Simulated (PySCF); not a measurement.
Carbon: a sound run and one with changed settings

Sound run: C⁺ [He] 2s2 2p1, C²⁺ [He] 2s2. Computed with PySCF 2.14 in def2-TZVP (5s3p2d1f, 31 functions), with the non-relativistic Hamiltonian (point nucleus). In the sound run the correlated levels freeze 1s2. The sound run starts from symmetry-adapted Hartree-Fock orbitals and uses a fine grid where one is needed.

Changed run: a valence shell is frozen. This setting is unsound on purpose.

Ionisation energy of C⁺:

```tsv
method	sound run (eV)	changed run (eV)
UHF	24.170	24.170
MP2	24.372	24.170
SCS-MP2	24.335	24.170
CCSD	24.203	24.170
CCSD(T)	24.234	24.170
CCSDT	n/a	24.170
FCI	n/a	24.170
```

Freezing a valence shell removes pair correlation that changes on ionisation.

For comparison, NIST gives 24.383 eV between the lowest levels.
